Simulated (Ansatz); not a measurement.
Input for Ansatz (development build ahead of 0.2.0):

```yaml
crystal:
  periodic: [false, false, false]
  atoms:
    - { symbol: H, position_ang: [2.125, 0.0, 0.0] }
    - { symbol: H, position_ang: [0.0, 2.125, 0.0] }
    - { symbol: H, position_ang: [-2.125, 0.0, 0.0] }
    - { symbol: H, position_ang: [0.0, -2.125, 0.0] }
basis:
  gaussian: { orbitals: pcseg-2 }
hamiltonian:
  xc: pbe0
```

The input is written out in the form of the current development build from the run's settings.

Results

```
Converged                       : yes
Total energy                    : -1.83592 hartree
Spin squared of the determinant : 0.000
Stability test                  : minimum among restricted orbitals
```

Caution: an unrestricted determinant lies well below.
